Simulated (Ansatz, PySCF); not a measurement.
Gas-phase reaction in SMILES: C1=CO1 -> [C]1=CO1 + H atom (the C-H bond at the site shown breaks; other sites are not compared here)
Each molecule is optimised on its own at B3LYP-D3(BJ)/def2-TZVP (Ansatz, a program for electronic structure). Unstable Hartree-Fock reference: C1=CO1.

Wanted: bond dissociation energy (enthalpy at 298 K, with B3LYP-D3(BJ) rigid-rotor harmonic-oscillator terms from PySCF), in kcal/mol. Cores are frozen in the correlated levels unless marked. UHF or UKS for open shells. No spin-orbit coupling. Non-relativistic. CBS marks a two-point X^-3 extrapolation of the correlation energy; Hartree-Fock from the larger set.

```csv
level,program,bond dissociation energy (kcal/mol)
SVWN5/def2-TZVPD,Ansatz,92.1
r2SCAN/def2-TZVPD,Ansatz,77.1
PBE0/def2-SVP,Ansatz,76.1
PW6B95-D3(BJ)/def2-TZVPD,PySCF + dftd3,___
wB97X-V/def2-TZVPD,Ansatz,___
"CCSD(T)/CBS(cc-pVTZ,cc-pVQZ)",Ansatz,___
```

Question: What belongs in the gaps?

Answer: 
- PW6B95-D3(BJ)/def2-TZVPD, bond dissociation energy (kcal/mol): 79.0
- wB97X-V/def2-TZVPD, bond dissociation energy (kcal/mol): 78.0
- CCSD(T)/CBS(cc-pVTZ,cc-pVQZ), bond dissociation energy (kcal/mol): 82.0
